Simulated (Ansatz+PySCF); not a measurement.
Values are calculated unless marked as measured or tabulated.
Input for PySCF 2.14.0:

```python
from pyscf import gto, scf, cc

mol = gto.M(atom="""
Be 0.000000 0.000000 0.000000
N 0.758480 1.011310 2.189550
""", basis='sto-3g', charge=0, spin=3)
mf = scf.UHF(mol)
mf.kernel()
mycc = cc.CCSD(mf, frozen=1).run()
et = mycc.ccsd_t()
print(mf.e_tot, mycc.e_corr, et, mycc.e_tot + et)
```

The script is written out from the run's settings.

The run gave:

```yaml
Converged: yes
Reference_energy: -68.07379 hartree
CCSD_correlation_energy: -0.04704 hartree
Triples_correction: -0.00005 hartree
Total_energy: -68.12088 hartree
Spin_squared_of_the_determinant: 4.004
```

Caution: large amplitudes, a single reference is doubtful; the unrestricted determinant is spin contaminated.
